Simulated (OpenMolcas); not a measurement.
## Multiplet structure of Pb I

```yaml
Program: OpenMolcas
Method: RASSCF
Basis: ANO-RCC-VQZP [9s8p6d4f3g]
Scalar_Hamiltonian: DKH2, point nucleus
Active_space: 2 electrons in 9 orbitals (RAS2 6p; RAS3 6d 7s, at most 1 electron)
State_averaging: 2S+1 = 3 even, 3 roots; 2S+1 = 1 even, 6 roots; 2S+1 = 3 odd, 18 roots; 2S+1 = 1 odd, 8 roots
Spin-orbit_coupling: state interaction with AMFI integrals over the reference wave functions, term energies averaged over their components
```

With spin-orbit coupling, above the lowest level:

```json
{"Configuration": "6s² 6p²", "Term": "³P", "J": "0", "E (cm⁻¹)": "0.0", "Measured (cm⁻¹)": "0.0", "g": "", "Term weight %": "90"}
{"Configuration": "6s² 6p²", "Term": "³P", "J": "1", "E (cm⁻¹)": "6202", "Measured (cm⁻¹)": "7819", "g": "1.501", "Term weight %": "100"}
{"Configuration": "6s² 6p²", "Term": "³P", "J": "2", "E (cm⁻¹)": "9826", "Measured (cm⁻¹)": "10650", "g": "1.355", "Term weight %": "71"}
{"Configuration": "6s² 6p²", "Term": "¹D", "J": "2", "E (cm⁻¹)": "19774", "Measured (cm⁻¹)": "21458", "g": "1.146", "Term weight %": "71"}
{"Configuration": "6s² 6p²", "Term": "¹S", "J": "0", "E (cm⁻¹)": "30667", "Measured (cm⁻¹)": "29467", "g": "", "Term weight %": "90"}
{"Configuration": "6s² 6p 7s", "Term": "³P°", "J": "0", "E (cm⁻¹)": "45105", "Measured (cm⁻¹)": "34960", "g": "", "Term weight %": "100"}
{"Configuration": "6s² 6p 7s", "Term": "³P°", "J": "1", "E (cm⁻¹)": "45962", "Measured (cm⁻¹)": "", "g": "1.376", "Term weight %": "75"}
{"Configuration": "6s² 6p 6d", "Term": "³F°", "J": "2", "E (cm⁻¹)": "52707", "Measured (cm⁻¹)": "", "g": "0.742", "Term weight %": "79"}
{"Configuration": "6s² 6p 7s", "Term": "³P°", "J": "2", "E (cm⁻¹)": "55487", "Measured (cm⁻¹)": "48189", "g": "1.496", "Term weight %": "99"}
```

Against the 6 measured excited levels shown (NIST Handbook of Basic Atomic Spectroscopic Data) the mean absolute deviation is 3800 cm-1; the largest miss in energy is 6s² 6p 7s ³P°₀: computed 45105, measured 34960 cm⁻¹ (+29.0 %).

Spin-orbit coupling puts the lowest level 9460 cm⁻¹ below the lowest spin-free term.

For ³P the intervals divided by the larger J are 6202.1, 1812.1 cm-1. Landé's interval rule makes them equal in pure LS coupling; they differ by 110 % of their mean. The multiplet is regular.

ANO sets are built for valence states and can reach diffuse excited orbitals poorly, and with the s shell closed the s pⁿ⁺¹ terms that mix with these levels are absent. Spin-orbit splittings of 6p shells tend to come out small when the coupling is added on scalar orbitals. With the s shell closed, the reference lacks s² → p² mixing. Computed and measured levels are paired by configuration, term and J; levels that our copy of the source lacks, or whose pairing is in doubt (as where it misses far off the trend of its configuration), stay unpaired and out of the deviations. Where the source uses jj or jK labels, the order within each J decides. Levels of configurations outside the active space are missing. The first state left out of the spin-orbit step lies near 70000 cm-1 above the lowest spin-free state of the reference (among the parities and spins computed), and the list stops at four fifths of that energy or lower.

The term weight is that of the spin-free term in the level, not the purity of its configuration. ° marks odd parity.
